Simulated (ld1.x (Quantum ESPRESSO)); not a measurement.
## What the settings do to the TM potential of platinum (Pt)

Base potential:

ld1.x (Quantum ESPRESSO) 7.5 input, shortened:

```
&input
   title='Pt', zed=78., rel=1, dft='PZ', iswitch=3,
   config='[Xe] 4f14 5d9 5f-2 6s1 6p0'
 /
 &inputp
   pseudotype=2, tm=.true., lloc=1,
   nlcc=.true., new_core_ps=.true.
 /
4
6S  1  0   1.00   0.00  2.30  2.30  0.0
5D  3  2   9.00   0.00  1.75  1.75  0.0
5F  4  3  -2.00   0.40  2.70  2.70  0.0
6P  2  1   0.00   0.00  2.65  2.65  0.0
 &test
   configts(1)='5d9 6s1 6p0'
 /
```

Cutoffs, loose and tight: the cutoffs (Ry, on a coarse ladder) from which the occupation-weighted sum of valence levels, in a spherical-Bessel basis at the reference potential, stays within 10 and 1 mRy of its value at 400 Ry. They do not see the model core or the augmentation charge, which bear on the density cutoff. Test errors are all-electron minus pseudo excitation energies from the reference, over the configurations 5d9 6s0 6p0; 5d8 6s0 6p0; 5d7 6s0 6p0; 5d8 6s2 6p0; 5d9 6s0 6p1; 5d6 6s0 6p0; 5d8 6s1 6p0 (two spin-polarised tests are not counted in the largest error). A dash means not determined; rows that change the core or the reference have their own tests.

| change | outcome | cutoff, loose | cutoff, tight | bound ghosts | largest test error (meV) |
| --- | --- | --- | --- | --- | --- |
| base | generated | 40 Ry | 50 Ry | none | -1529 |
| wave 6s (bound): rc 2.30 bohr becomes 6s (bound): rc 1.44 bohr | generated | 110 Ry | 140 Ry | none | -1693 |
| wave 6s (bound): rc 2.30 bohr becomes 6s (bound): rc 1.66 bohr | generated | 45 Ry | 80 Ry | none | -1629 |
| wave 6s (bound): rc 2.30 bohr becomes 6s (bound): rc 1.92 bohr | generated | 45 Ry | 70 Ry | none | -1568 |
| wave 6s (bound): rc 2.30 bohr becomes 6s (bound): rc 2.10 bohr | generated | 40 Ry | 50 Ry | none | -1538 |
| wave 6s (bound): rc 2.30 bohr becomes 6s (bound): rc 2.32 bohr | generated | 40 Ry | 50 Ry | none | -1529 |
| wave 6s (bound): rc 2.30 bohr becomes 6s (bound): rc 2.64 bohr | generated | 40 Ry | 50 Ry | none | -1564 |
| wave 6s (bound): rc 2.30 bohr becomes 6s (bound): rc 2.78 bohr | generated | 40 Ry | 50 Ry | none | -1599 |
| wave 6s (bound): rc 2.30 bohr becomes 6s (bound): rc 3.04 bohr | generated | 40 Ry | 50 Ry | none | -1710 |
| wave 6s (bound): rc 2.30 bohr becomes 6s (bound): rc 3.26 bohr | generated | 40 Ry | 50 Ry | none | -1836 |
| wave 6s (bound): rc 2.30 bohr becomes 6s (bound): rc 3.40 bohr | generated | 40 Ry | 50 Ry | none | -1886 |

Reading the sweep of the s radius (base included, trends over the rows without a ghost): The loose cutoff falls from 110 Ry at 1.44 to 40 Ry at 3.4 bohr. A larger radius leaves more room for a smooth pseudo-wave, so fewer plane waves are needed; a smaller one forces it to follow the all-electron wave where it bends sharply. The median size of the test errors (rows with all tests solved) is not monotonic: lowest 53.0 meV at 3.4 bohr, highest 86.2 meV at 1.44 bohr.
